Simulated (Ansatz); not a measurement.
A nudged elastic band was laid between two geometries of AlClFGeH5O (10 atoms, charge 0, multiplicity 1).

These are results of RKS B3LYP/def2-SVP (Ansatz 0.2.0), not measurements.

- movable images: 7
- climbing image: yes
- spring: 5.0 eV/Å²
- optimiser: quadratic models (default)
- start path: through a guess of the saddle point
- force threshold: 0.05 eV/Å
- iteration limit: 60
- end points: relaxed

Image 0:

```xyz
10
Properties=species:S:1:pos:R:3
Ge -0.189 0.265 0.233
H -0.286 -1.012 1.057
F 2.098 -0.117 0.549
Cl -2.219 1.125 0.255
H 0.251 0.314 -1.223
O 0.594 1.649 1.223
Al 2.480 1.326 1.471
H 2.737 1.045 3.008
H 3.280 2.411 0.640
H -0.012 2.357 1.488
```

Image 8:

```xyz
10
Properties=species:S:1:pos:R:3
Ge 0.283 0.638 -0.505
H -0.805 -0.723 3.223
F 1.431 -0.306 -1.407
Cl -0.168 2.373 -1.707
H -0.959 -0.210 -0.244
O 1.072 1.127 0.968
Al 2.384 2.008 1.657
H 3.365 2.799 0.707
H 2.493 1.951 3.228
H -0.361 -0.293 2.779
```

Task: Which bonds break or form, and what moves?

Result: Bonds broken: Ge1–H2, F3–Al7, O6–H10. Bonds formed: Ge1–F3, H2–H10. AlClFGeH5O becomes AlClFGeH3O + H2.

Task: Give the energies along the band, and the barrier.

Result: It converged. The highest image is number 5 of 0 to 8, 1.25 eV above the first end and 0.10 eV above the last; the last end lies 1.14 eV above the first. The profile has 3 maxima (images 1, 3, 5) with wells between them (images 2, 4): this band takes more than one step, which may be the mechanism or a detour left from its start path. A vibrational analysis at the climbing image gives one clearly imaginary mode, 83i cm⁻¹: a first-order saddle point. The orbitals stay closed-shell, which can raise the energy where a bond breaks towards radicals; this wasn't checked here.

```json
{"image": "0", "path coordinate (Å)": "0.00", "energy (eV)": "0.00", "Ge1–H2 (Å)": "1.52", "F3–Al7 (Å)": "1.75", "O6–H10 (Å)": "0.97"}
{"image": "1", "path coordinate (Å)": "1.97", "energy (eV)": "0.26", "Ge1–H2 (Å)": "1.53", "F3–Al7 (Å)": "1.70", "O6–H10 (Å)": "0.97"}
{"image": "2", "path coordinate (Å)": "3.95", "energy (eV)": "0.25", "Ge1–H2 (Å)": "1.53", "F3–Al7 (Å)": "1.71", "O6–H10 (Å)": "0.97"}
{"image": "3", "path coordinate (Å)": "5.92", "energy (eV)": "1.22", "Ge1–H2 (Å)": "1.61", "F3–Al7 (Å)": "1.72", "O6–H10 (Å)": "1.01"}
{"image": "4", "path coordinate (Å)": "7.89", "energy (eV)": "1.13", "Ge1–H2 (Å)": "2.82", "F3–Al7 (Å)": "1.98", "O6–H10 (Å)": "3.01"}
{"image": "5", "path coordinate (Å)": "9.87", "energy (eV)": "1.25", "Ge1–H2 (Å)": "3.87", "F3–Al7 (Å)": "2.87", "O6–H10 (Å)": "2.69"}
{"image": "6", "path coordinate (Å)": "11.83", "energy (eV)": "1.17", "Ge1–H2 (Å)": "4.11", "F3–Al7 (Å)": "4.16", "O6–H10 (Å)": "3.04"}
{"image": "7", "path coordinate (Å)": "13.78", "energy (eV)": "1.16", "Ge1–H2 (Å)": "4.19", "F3–Al7 (Å)": "3.92", "O6–H10 (Å)": "2.78"}
{"image": "8", "path coordinate (Å)": "15.74", "energy (eV)": "1.14", "Ge1–H2 (Å)": "4.12", "F3–Al7 (Å)": "3.96", "O6–H10 (Å)": "2.71"}
```

Task: What is the geometry of the highest image?

Result: 
```xyz
10
Properties=species:S:1:pos:R:3
Ge 0.432 0.588 -0.254
H -1.713 -0.233 2.863
F 1.900 0.907 -1.185
Cl -1.071 1.954 -0.956
H 0.008 -0.865 -0.446
O 1.048 1.008 1.319
Al 2.622 1.764 1.454
H 3.802 0.858 1.979
H 2.731 3.312 1.174
H -1.024 0.071 2.752
```

The run took 13 min on 4 threads of Intel(R) Xeon(R) Platinum 8259CL CPU @ 2.50GHz (Skylake/Cascade Lake), on a shared host, peak memory 0.38 GiB.
